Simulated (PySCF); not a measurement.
**ammonia: adiabatic energies of losing or gaining an electron at several levels**

Structure: `N` (NH3).

All levels share the PBE0-D3(BJ)/def2-SVP structures and the PBE0-D3(BJ)/def2-SVP thermal terms; only the single-point energies (PySCF) change. Values are adiabatic energies of losing or gaining an electron (0 K, eV).

```
                                                                level  ionisation energy to the radical cation  abs. error
LC-ωPBE/ma-def2-TZVP (grid 1, guess 1e, max cycle 100, fallback True)                                    10.09        0.10
                                            ωB97X-D3(BJ)/ma-def2-TZVP                                    10.18        0.01
                                                           ATcT 1.112                                    10.19
```

The spread: 0.09 eV, from 10.09 to 10.18.

---

**How the method moves the adiabatic energies of losing or gaining an electron of hydroquinone**

Structure: `Oc1ccc(O)cc1` (C6H6O2).

All levels share the PBE0-D3(BJ)/def2-SVP structures and the PBE0-D3(BJ)/def2-SVP thermal terms; only the single-point energies (PySCF) change. Values are adiabatic energies of losing or gaining an electron (0 K, eV).

Measured (NIST Chemistry WebBook): adiabatic ionisation energy 7.94 eV.

```jsonl
{"level": "HF/ma-def2-TZVP (grid 2, guess huckel)", "ionisation energy to the radical cation": "6.65"}
{"level": "ωB97X-D3(BJ)/ma-def2-TZVP", "ionisation energy to the radical cation": "7.74"}
```

Hartree-Fock leaves out electron correlation, so its ionisation energies and electron affinities from energy differences come out too low, often by 1 eV or more.

The spread: 1.10 eV, from 6.65 to 7.74.

Differences come from unrounded values, so a last digit can differ from that of the printed terms.

---

# How the method moves the adiabatic energies of losing or gaining an electron of methoxyacetonitrile

Structure: `COCC#N` (C3H5NO).

All levels share the PBE0-D3(BJ)/def2-SVP structures and the PBE0-D3(BJ)/def2-SVP thermal terms; only the single-point energies (PySCF) change. Values are adiabatic energies of losing or gaining an electron (0 K, eV).

Measured (NIST Chemistry WebBook): adiabatic ionisation energy 10.75 eV.

```jsonl
{"level": "TPSS-D3(BJ)/ma-def2-TZVP (grid 3)", "ionisation energy to the radical cation": "10.07"}
{"level": "ωB97X-D3(BJ)/ma-def2-TZVP", "ionisation energy to the radical cation": "10.68"}
```

The spread: 0.61 eV, from 10.07 to 10.68.
